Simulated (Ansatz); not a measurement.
Born–Oppenheimer molecular dynamics of a periodic cell of 40 atoms, H4C (packed as 8 CH4, density as packed 0.53 g/cm³ with natural masses). It goes on from the last frame of an earlier run, with new velocities.

These are results of DFT r2SCAN, scalar-relativistic, plane waves, PAW (Ansatz), not measurements. Settings: accuracy low, cutoff 500 eV, k mesh 1x1x1, fermi-dirac smearing 0.02 eV, no spin polarisation.

| Property | Result |
| --- | --- |
| ensemble | NVT, Nosé–Hoover chain |
| time step | 0.75 fs |
| steps asked | 70 |
| set temperature | 1000 K |
| thermostat | time constant 200 fs, chain length 3 |
| seed | 716037 |

Frames 1.5 fs apart, positions in Å.

Velocities at 45.0 fs (Å/ps):

```
C 4.68 -6.66 -10.25
H -39.82 51.20 20.61
H -27.36 -47.13 -17.13
H -20.49 -16.69 32.71
H 71.90 13.76 24.98
C 2.63 -4.95 -13.47
H -7.17 -57.35 43.03
H -44.77 -7.19 0.05
H 1.04 8.48 -33.59
H 18.38 55.64 19.68
C 4.46 1.29 5.43
H 2.34 -1.87 -23.46
H -23.29 28.42 10.84
H 2.43 -1.05 26.18
H 37.51 -24.58 -33.34
C -7.41 -3.78 12.74
H 56.02 15.61 0.67
H -22.09 5.45 -13.21
H -5.49 2.89 -25.35
H 16.28 -28.02 -32.14
C 5.04 9.03 -6.96
H -2.24 -5.26 -16.45
H 24.16 11.82 -18.72
H -10.79 -7.64 5.29
H -15.17 -43.84 1.48
C -3.80 5.21 9.70
H 5.45 48.62 34.22
H -4.68 9.50 -14.00
H 17.77 -23.29 12.37
H -3.92 6.26 3.32
C -5.13 -4.04 -4.09
H -19.49 28.87 -1.52
H 28.91 -6.07 -19.12
H -42.42 -0.75 33.40
H -13.28 22.51 14.09
C -0.88 3.69 5.01
H -5.80 16.46 14.68
H -2.34 -60.64 -20.82
H -19.65 5.99 -6.63
H 53.05 2.35 0.36
```

```xyz
40
Lattice="7.3877 0.0000 0.0000 0.0000 7.3877 0.0000 0.0000 0.0000 7.3877" Properties=species:S:1:pos:R:3 time_fs=45.0 energy_less_start_eV=1.127 T=788
C 3.675 3.063 4.337
H 4.297 4.032 4.189
H 2.751 3.301 4.791
H 4.521 2.418 4.796
H 3.387 2.634 3.307
C 3.345 5.929 0.514
H 2.865 5.263 -0.190
H 3.685 6.904 0.110
H 4.246 5.275 0.703
H 2.689 6.038 1.499
C 2.882 -0.353 4.006
H 3.853 0.236 3.679
H 2.389 0.156 4.751
H 3.167 -1.306 4.426
H 2.035 -0.461 3.261
C 6.604 1.454 3.166
H 6.378 0.821 4.057
H 6.738 0.686 2.533
H 7.367 2.026 2.984
H 5.919 2.087 2.539
C 7.158 5.227 2.580
H 7.117 6.119 3.293
H 7.955 4.512 2.839
H 7.489 5.685 1.590
H 6.262 4.778 2.149
C 7.067 6.633 6.237
H 8.014 7.107 6.177
H 6.475 6.960 7.061
H 7.315 5.518 6.598
H 6.633 6.700 5.200
C 5.529 2.932 7.378
H 5.458 3.709 8.194
H 5.140 2.018 7.726
H 6.588 2.859 6.980
H 4.829 3.296 6.644
C 1.547 2.791 0.662
H 1.206 3.449 1.487
H 0.514 2.190 0.505
H 2.350 2.220 1.082
H 1.766 3.472 -0.149
40
Lattice="7.3877 0.0000 0.0000 0.0000 7.3877 0.0000 0.0000 0.0000 7.3877" Properties=species:S:1:pos:R:3 time_fs=46.5 energy_less_start_eV=0.496 T=906
C 3.685 3.054 4.320
H 4.223 4.092 4.219
H 2.707 3.228 4.778
H 4.466 2.400 4.841
H 3.501 2.660 3.355
C 3.349 5.921 0.496
H 2.846 5.185 -0.130
H 3.613 6.888 0.110
H 4.242 5.300 0.658
H 2.734 6.117 1.503
C 2.889 -0.351 4.012
H 3.832 0.220 3.648
H 2.350 0.211 4.783
H 3.171 -1.309 4.463
H 2.108 -0.497 3.215
C 6.589 1.448 3.185
H 6.459 0.865 4.060
H 6.712 0.667 2.486
H 7.408 2.056 2.955
H 5.933 2.037 2.510
C 7.166 5.242 2.568
H 7.108 6.093 3.260
H 7.983 4.534 2.814
H 7.476 5.672 1.609
H 6.240 4.713 2.167
C 7.062 6.638 6.251
H 8.026 7.185 6.231
H 6.460 6.983 7.043
H 7.335 5.507 6.602
H 6.628 6.704 5.222
C 5.522 2.928 7.372
H 5.434 3.739 8.183
H 5.181 1.995 7.704
H 6.512 2.860 7.031
H 4.811 3.330 6.660
C 1.542 2.797 0.671
H 1.202 3.470 1.503
H 0.545 2.111 0.475
H 2.327 2.222 1.069
H 1.846 3.469 -0.151
40
Lattice="7.3877 0.0000 0.0000 0.0000 7.3877 0.0000 0.0000 0.0000 7.3877" Properties=species:S:1:pos:R:3 time_fs=48.0 energy_less_start_eV=0.219 T=964
C 3.699 3.048 4.304
H 4.127 4.112 4.250
H 2.671 3.148 4.775
H 4.373 2.398 4.876
H 3.616 2.679 3.380
C 3.351 5.912 0.482
H 2.813 5.128 -0.080
H 3.541 6.873 0.094
H 4.239 5.343 0.629
H 2.811 6.179 1.458
C 2.897 -0.348 4.018
H 3.773 0.183 3.627
H 2.322 0.271 4.814
H 3.173 -1.308 4.492
H 2.205 -0.532 3.181
C 6.573 1.442 3.198
H 6.527 0.930 4.090
H 6.698 0.620 2.417
H 7.495 2.098 2.950
H 5.918 1.980 2.521
C 7.175 5.256 2.553
H 7.089 6.049 3.226
H 7.993 4.566 2.795
H 7.472 5.663 1.630
H 6.236 4.663 2.220
C 7.061 6.638 6.264
H 8.027 7.257 6.289
H 6.425 7.023 7.035
H 7.341 5.549 6.577
H 6.623 6.700 5.272
C 5.512 2.929 7.368
H 5.420 3.734 8.156
H 5.211 1.947 7.695
H 6.456 2.865 7.066
H 4.799 3.358 6.665
C 1.531 2.802 0.680
H 1.207 3.478 1.500
H 0.640 2.066 0.447
H 2.324 2.207 1.059
H 1.919 3.449 -0.149
40
Lattice="7.3877 0.0000 0.0000 0.0000 7.3877 0.0000 0.0000 0.0000 7.3877" Properties=species:S:1:pos:R:3 time_fs=49.5 energy_less_start_eV=0.024 T=1000
C 3.713 3.047 4.295
H 4.021 4.097 4.282
H 2.662 3.061 4.763
H 4.271 2.404 4.909
H 3.723 2.673 3.334
C 3.351 5.900 0.472
H 2.770 5.100 -0.034
H 3.472 6.871 0.049
H 4.258 5.392 0.617
H 2.906 6.216 1.387
C 2.903 -0.344 4.025
H 3.709 0.145 3.613
H 2.318 0.312 4.815
H 3.173 -1.294 4.513
H 2.306 -0.566 3.158
C 6.562 1.437 3.201
H 6.575 0.998 4.162
H 6.694 0.582 2.368
H 7.563 2.112 2.975
H 5.869 1.929 2.566
C 7.182 5.265 2.535
H 7.057 6.019 3.216
H 7.992 4.602 2.786
H 7.480 5.672 1.626
H 6.261 4.635 2.304
C 7.064 6.637 6.279
H 8.000 7.310 6.344
H 6.378 7.068 7.032
H 7.336 5.628 6.534
H 6.617 6.691 5.328
C 5.495 2.934 7.368
H 5.416 3.699 8.126
H 5.232 1.897 7.693
H 6.471 2.873 7.067
H 4.796 3.373 6.660
C 1.517 2.808 0.689
H 1.216 3.475 1.482
H 0.776 2.056 0.421
H 2.338 2.181 1.054
H 1.976 3.408 -0.138
40
Lattice="7.3877 0.0000 0.0000 0.0000 7.3877 0.0000 0.0000 0.0000 7.3877" Properties=species:S:1:pos:R:3 time_fs=51.0 energy_less_start_eV=0.323 T=945
C 3.723 3.049 4.290
H 3.925 4.072 4.318
H 2.679 2.971 4.730
H 4.190 2.402 4.957
H 3.821 2.651 3.248
C 3.349 5.887 0.461
H 2.723 5.102 0.010
H 3.409 6.872 -0.028
H 4.308 5.442 0.617
H 2.992 6.238 1.337
C 2.904 -0.340 4.037
H 3.688 0.131 3.592
H 2.340 0.328 4.776
H 3.173 -1.269 4.529
H 2.391 -0.603 3.137
C 6.559 1.431 3.194
H 6.606 1.070 4.250
H 6.696 0.568 2.363
H 7.583 2.088 3.022
H 5.784 1.899 2.637
C 7.187 5.269 2.515
H 7.015 6.017 3.241
H 7.993 4.635 2.791
H 7.497 5.700 1.588
H 6.310 4.627 2.403
C 7.069 6.639 6.296
H 7.944 7.338 6.391
H 6.335 7.103 7.022
H 7.334 5.699 6.493
H 6.602 6.683 5.362
C 5.474 2.938 7.369
H 5.418 3.655 8.114
H 5.245 1.870 7.691
H 6.531 2.888 7.041
H 4.799 3.372 6.643
C 1.505 2.813 0.697
H 1.220 3.470 1.463
H 0.908 2.058 0.389
H 2.354 2.162 1.054
H 2.013 3.351 -0.119
```

Of the whole run (52 fs, mean temperature of the second half 926 K): The conserved energy stayed within 0.9 meV per atom of its start (net change 0.17 meV per atom), so there is no drift, though single steps change it by up to 27 meV in the whole system, a sign of fast motions only just resolved. A run of 0.052 ps of so small a system gives no equilibrium averages. Limits of this set-up: coarse k mesh, low accuracy level.

The run took 15 min on 1 thread of Arm Neoverse V2, on a shared host, peak memory 0.69 GiB.
